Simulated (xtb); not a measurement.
Cl$_{2}$Sn, triplet, from a rough starting geometry (GFN-xTB shapes and energies of metal compounds can be far from the true ones) (the spin is typed, not shown lowest); GFN2-xTB (xtb).

xtb was given this input:
```
$ xtb mol.xyz --gfn 2 --uhf 2 --opt vtight --json

# file mol.xyz
3

Sn     0.03998757    -0.00820704     1.01836177
Cl     1.11077409     1.37229697    -0.49776338
Cl    -1.11747852    -1.38321431    -0.52320661
```

Q: Predict the main parts of the log of this xtb run.

A: 
```
   ID    Z sym.   atoms
    1   50 Sn     1
    2   17 Cl     2, 3

           -------------------------------------------------
          |                Calculation Setup                |
           -------------------------------------------------

           -------------------------------------------------
          |                 G F N 2 - x T B                 |
           -------------------------------------------------

          ...................................................
          :                      SETUP                      :
          :.................................................:
          :  # basis functions                  30          :
          :  # atomic orbitals                  27          :
          :  # shells                            9          :
          :  # electrons                        18          :
          :  max. iterations                   250          :
          :  Hamiltonian                  GFN2-xTB          :
          :  restarted?                      false          :
          :  GBSA solvation                  false          :
          :  PC potential                    false          :
          :  electronic temp.          300.0000000     K    :
          :  accuracy                    1.0000000          :
          :  -> integral cutoff          0.2500000E+02      :
          :  -> integral neglect         0.1000000E-07      :
          :  -> SCF convergence          0.1000000E-05 Eh   :
          :  -> wf. convergence          0.1000000E-03 e    :
          :  Broyden damping             0.4000000          :
          :  net charge                          0          :
          :  unpaired electrons                  2          :
          ...................................................

 iter      E             dE          RMSdq      gap      omega  full diag
   1    -10.2904807 -0.102905E+02  0.212E+01    2.56       0.0  T
   2    -10.4863223 -0.195842E+00  0.300E+01    1.39       1.0  T
   3    -11.1173609 -0.631039E+00  0.177E+01    2.57       1.0  T
   4    -11.1173852 -0.242797E-04  0.176E+01    2.57       1.0  T
   5    -11.1896335 -0.722483E-01  0.313E+00    2.53       1.0  T
   6    -11.1916411 -0.200764E-02  0.320E+00    2.54       1.0  T
   7    -11.1912576  0.383494E-03  0.407E+00    2.53       1.0  T
   8    -11.1921201 -0.862509E-03  0.131E+00    2.56       1.0  T
   9    -11.1922949 -0.174756E-03  0.406E-01    2.57       1.0  T
  10    -11.1923128 -0.178774E-04  0.270E-01    2.57       1.0  T
  11    -11.1923151 -0.230616E-05  0.742E-02    2.57       1.0  T
  12    -11.1923160 -0.897230E-06  0.198E-02    2.57       2.9  T
  13    -11.1923161 -0.147663E-06  0.244E-02    2.57       2.4  T
  14    -11.1923161 -0.299353E-07  0.398E-03    2.57      14.5  T
  15    -11.1923161 -0.111878E-07  0.479E-03    2.57      12.1  T
  16    -11.1923162 -0.960139E-08  0.551E-03    2.57      10.5  T
  17    -11.1923162 -0.259213E-09  0.338E-04    2.57     171.0  T
  18    -11.1923162 -0.374545E-10  0.236E-04    2.57     244.2  T

   *** convergence criteria satisfied after 18 iterations ***

 transition dipole moment (au) for excitation:           9          10
     X       Y       Z
   0.1760  -0.1423  -0.0052  total (au/Debye):    0.226   0.575
 dE (eV)             :    4.810
 oscillator strength :  0.85397E-02

         :::::::::::::::::::::::::::::::::::::::::::::::::::::
         ::                     SUMMARY                     ::
         :::::::::::::::::::::::::::::::::::::::::::::::::::::
         :: total energy             -11.189847416576 Eh    ::
         :: gradient norm              0.036900144396 Eh/a0 ::
         :: HOMO-LUMO gap              2.569218907127 eV    ::
         ::.................................................::
         :: SCC energy               -11.192316099287 Eh    ::
         :: -> isotropic ES           -0.000996237971 Eh    ::
         :: -> anisotropic ES          0.000371416922 Eh    ::
[...]
 * total energy  :   -11.1901833 Eh     change        0.5178421E-02 Eh
 * total energy  :   -11.1932747 Eh     change       -0.3091350E-02 Eh
 * total energy  :   -11.1952957 Eh     change       -0.2021024E-02 Eh
 * total energy  :   -11.1954582 Eh     change       -0.1625233E-03 Eh
 * total energy  :   -11.1954909 Eh     change       -0.3263693E-04 Eh
 * total energy  :   -11.1954940 Eh     change       -0.3105835E-05 Eh
 * total energy  :   -11.1954976 Eh     change       -0.3673979E-05 Eh
 * total energy  :   -11.1955116 Eh     change       -0.1399710E-04 Eh
 * total energy  :   -11.1955255 Eh     change       -0.1384658E-04 Eh
 * total energy  :   -11.1955307 Eh     change       -0.5256463E-05 Eh
 * total energy  :   -11.1955309 Eh     change       -0.1980947E-06 Eh
 * total energy  :   -11.1955309 Eh     change       -0.2706757E-08 Eh
   *** GEOMETRY OPTIMIZATION CONVERGED AFTER 15 ITERATIONS ***
         :: total energy             -11.195530938320 Eh    ::
[...]
          |                Property Printout                |
           -------------------------------------------------

    * Orbital Energies and Occupations

         #    Occupation            Energy/Eh            Energy/eV
      -------------------------------------------------------------
         1        2.0000           -1.0665988             -29.0236
         2        2.0000           -1.0657648             -29.0009
         3        2.0000           -0.7897540             -21.4903
         4        2.0000           -0.4764410             -12.9646
         5        2.0000           -0.4587978             -12.4845
         6        2.0000           -0.4552161             -12.3871
         7        1.9987           -0.4515119             -12.2863
         8        1.9488           -0.4479709             -12.1899
         9        1.0525           -0.4424473             -12.0396
        10        1.0000           -0.2721603              -7.4059 (HOMO)
        11                         -0.2037019              -5.5430 (LUMO)
        12                         -0.1792477              -4.8776
        13                         -0.0942265              -2.5640
        14                         -0.0721619              -1.9636
        15                         -0.0615132              -1.6739
        16                          0.0012439               0.0338
        17                          0.0014841               0.0404
        18                          0.0035455               0.0965
        19                          0.0038669               0.1052
        20                          0.0038671               0.1052
        21                          0.0048608               0.1323
       ...                                ...                  ...
        27                          0.4388927              11.9429
      -------------------------------------------------------------
                  HL-Gap            0.0684584 Eh            1.8628 eV
             Fermi-level           -0.3415637 Eh           -9.2944 eV

     #   Z          covCN         q      C6AA      α(0)
     1  50 Sn       1.575     0.212   462.754    46.318
     2  17 Cl       0.788    -0.106   102.315    15.473
     3  17 Cl       0.788    -0.106   102.315    15.473

 Mol. C6AA /au·bohr⁶  :       1706.610946
 Mol. C8AA /au·bohr⁸  :     135552.580075
 Mol. α(0) /au        :         77.264831

Wiberg/Mayer (AO) data.
largest (>0.10) Wiberg bond orders for each atom

 ---------------------------------------------------------------------------
     #   Z sym  total        # sym  WBO       # sym  WBO       # sym  WBO
 ---------------------------------------------------------------------------
     1  50 Sn   1.497 --     3 Cl   0.749     2 Cl   0.749
     2  17 Cl   1.058 --     1 Sn   0.749     3 Cl   0.309
     3  17 Cl   1.058 --     1 Sn   0.749     2 Cl   0.309
 ---------------------------------------------------------------------------

Topologies differ in total number of bonds
Writing topology from bond orders to xtbtopo.mol

molecular dipole:
                 x           y           z       tot (Debye)
 q only:        0.010      -0.009       0.583
   full:        0.012      -0.012       0.718       1.826
molecular quadrupole (traceless):
                xx          xy          yy          xz          yz          zz
 q only:       -0.549      -2.236      -1.508       0.026      -0.030       2.057
  q+dip:       -1.133      -2.113      -2.038       0.061      -0.061       3.171
   full:       -2.283      -1.575      -2.958       0.124      -0.118       5.241

optimized geometry written to: xtbopt.xyz

           -------------------------------------------------
          | TOTAL ENERGY              -11.195530938320 Eh   |
          | GRADIENT NORM               0.000004036747 Eh/α |
          | HOMO-LUMO GAP               1.862847296043 eV   |
           -------------------------------------------------

normal termination of xtb
```
